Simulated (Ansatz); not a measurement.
Coupled-cluster run, CH₂F₂SSi, SMILES `F[C@H]1S[Si@@H]1F`.

```yaml
crystal:
  periodic: [false, false, false]
  atoms:
    - {symbol: F, position_ang: [-0.419835, -1.554703, 1.199125]}
    - {symbol: C, position_ang: [-0.287619, -0.245855, 0.844571]}
    - {symbol: S, position_ang: [1.482468, 0.342202, 0.732887]}
    - {symbol: Si, position_ang: [0.183675, 0.227489, -0.869395]}
    - {symbol: F, position_ang: [-0.383993, 1.554743, -1.529335]}
    - {symbol: H, position_ang: [-0.879138, 0.382361, 1.505669]}
    - {symbol: H, position_ang: [0.365743, -0.774236, -1.929323]}
basis:
  gaussian: {orbitals: def2-SVP}
correlation: {method: ccsd_t}
```

```sh
$ ansatz run in.yaml --threads 2 --pin off --events-out ev --progress --plain --max-ram 4352MiB
```

The program prints (abridged):

```
Functional definition: HF
830 factors; integrals over basis functions are off by at most 1.2e-3 eV
mean field evaluation 1: about -25140.8360 eV, gradient 3.2e1 eV
mean field evaluation 2: about -25140.8842 eV, gradient 3.2e1 eV
mean field evaluation 4: about -25143.1456 eV, gradient 2.9e0 eV
mean field evaluation 8: about -25143.1848 eV, gradient 2.1e-1 eV
mean field -25143.18523695 eV, -923.9950147950 hartree, gradient 6.5e-7 eV, S^2 0.000000; 0 other end points of the search recorded, 0 dependent functions left out
13 core orbitals not correlated: weight in the atoms' cores, before any rotation towards them, 1.000 or more for the frozen orbitals, at most 0.000 for the correlated occupied ones
reference -25143.18523695 eV, -923.9950147950 hartree; 15, 15 occupied and 60, 60 virtual orbitals, 830 factors
second order -19.57693983 eV of doubles, -0.00000000 eV of singles
cycle   1  -19.85881765 eV  change   -2.8e-1 eV  update   1.1e-1
cycle   2  -20.33110822 eV  change   -4.7e-1 eV  update   3.1e-2
cycle   3  -20.45405450 eV  change   -1.2e-1 eV  update   1.6e-2
cycle   4  -20.44868830 eV  change    5.4e-3 eV  update   3.7e-3
cycle   5  -20.44602873 eV  change    2.7e-3 eV  update   1.6e-3
cycle   6  -20.44630784 eV  change   -2.8e-4 eV  update   5.4e-4
cycle   7  -20.44607272 eV  change    2.4e-4 eV  update   2.0e-4
cycle   8  -20.44598182 eV  change    9.1e-5 eV  update   6.3e-5
cycle   9  -20.44600037 eV  change   -1.9e-5 eV  update   2.3e-5
perturbative correction -0.53543607 eV, -0.0196769127 hartree
Total energy: -25164.16667340 eV, -924.7660683626 hartree
```

Run time 4.2 s (2 threads of an Arm Neoverse V1 on a shared host); peak host memory 0.26 GiB.

The correlation energy is -20.981 eV, 2.6 % of it from (T); the T1 diagnostic reads 0.0133.
